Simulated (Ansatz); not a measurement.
A search over several starts for the lowest SCF solution of the cluster Si3S4⁻ at the given spin, in a small basis.

```yaml
crystal:
  periodic: [false, false, false]
  atoms:
    - {symbol: Si, position_ang: [0.037165, 0.862229, 0.502102]}
    - {symbol: Si, position_ang: [0.895765, -1.997393, -0.166397]}
    - {symbol: Si, position_ang: [-1.082769, -1.098391, -1.564201]}
    - {symbol: S, position_ang: [0.687437, -0.864714, 1.722763]}
    - {symbol: S, position_ang: [1.002387, 0.004238, -1.413544]}
    - {symbol: S, position_ang: [-2.006491, 0.362442, -0.182868]}
    - {symbol: S, position_ang: [0.466505, 2.731589, 1.102146]}
basis:
  gaussian: {orbitals: def2-SVP, initial_orbitals: start.molden}
total_charge: -1
magnetization: {spin_polarized: true, initial_magnetization: 1}
hamiltonian: {xc: pbe, dispersion: d4}
output: {orbitals: {seedname: orbitals}}
```

The file start.molden holds the orbitals of an earlier run on this structure, at another level or in another basis.

```sh
$ ansatz run in.yaml --threads 4 --pin off --events-out ev --progress --plain --max-ram 4787MiB
```

It prints (some lines left out):

```
Functional definition: PBE
1408 factors; their error is unknown
mean field evaluation 1: about -66929.6897 eV, gradient 3.9e0 eV
mean field evaluation 2: about -66929.8437 eV, gradient 1.1e-1 eV
mean field evaluation 4: about -66929.6902 eV, gradient 4.3e-4 eV
mean field evaluation 8: about -66927.5741 eV, gradient 1.8e1 eV
mean field evaluation 16: about -66929.8415 eV, gradient 1.7e-1 eV
mean field evaluation 32: about -66927.1366 eV, gradient 9.1e0 eV
mean field -66929.69018909 eV, -2459.6207478757 hartree, gradient 2.7e-5 eV, S^2 0.755068; 5 other end points of the search recorded, 0 dependent functions left out
reference -66929.69022202 eV, -2459.6207490859 hartree; 54, 53 occupied and 72, 73 virtual orbitals, 1408 factors
Total energy: -66930.36278776 eV, -2459.6454654210 hartree
```

Run time 3.1 s (4 threads of Intel Xeon 6975P-C on a shared host).

The structure comes from a short search, and lower isomers may exist.
